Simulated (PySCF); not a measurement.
## Electron correlation in Xe⁺ (xenon, charge +1)

[Kr] 4d10 5s2 5p5, 2P determinant. Computed with PySCF 2.14 in x2c-TZVPPall (8s6p4d2f, 60 functions), with the spin-free X2C one-electron Hamiltonian (Gaussian nucleus). Frozen: [Kr] 4d10; 7 electrons correlated.

```csv
level,correlation energy (mhartree)
CCSD,-121.75
(T),-2.96
CCSD(T),-124.71
```

Diagnostics: T1 = 0.0055, D1 = 0.0172, largest double amplitude 0.046.

**Question.** Is a single reference adequate?

**Answer.** Yes, within this model without spin-orbit coupling: T1 lies below 0.03 and no double amplitude reaches 0.07.
